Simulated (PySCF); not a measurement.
W: excitation energy

W [Xe] 4f14 5d4 6s2 (5D) → W [Xe] 4f14 5d6 (5D), as a difference of total energies. Computed with PySCF 2.14 in def2-TZVPPD with the def2 core potential (60 electrons), with a scalar-relativistic core potential. Correlated levels: valence: 5s2 5p6 frozen; valence and next inner shell: nothing frozen outside the core potential. The calculations carry no spin-orbit coupling.

```json
{"method": "UHF", "excitation energy (eV)": "4.346"}
{"method": "LDA", "excitation energy (eV)": "3.767"}
{"method": "PBE", "excitation energy (eV)": "3.590"}
{"method": "PBE0", "excitation energy (eV)": "3.644"}
{"method": "r2SCAN", "excitation energy (eV)": "3.838"}
{"method": "TPSSh", "excitation energy (eV)": "3.675"}
{"method": "B97-3", "excitation energy (eV)": "4.063"}
{"method": "LC-wPBE", "excitation energy (eV)": "3.645"}
{"method": "wB97X", "excitation energy (eV)": "4.437"}
{"method": "MP2 (valence)", "excitation energy (eV)": "3.985"}
{"method": "SCS-MP2 (valence)", "excitation energy (eV)": "4.102"}
{"method": "MP2 (valence and next inner shell)", "excitation energy (eV)": "4.139"}
{"method": "SCS-MP2 (valence and next inner shell)", "excitation energy (eV)": "4.271"}
```

Task: How much does correlation contribute at MP2 (valence and next inner shell)?

Result: 4.139 − (4.346) = -0.207 eV, measured against UHF.
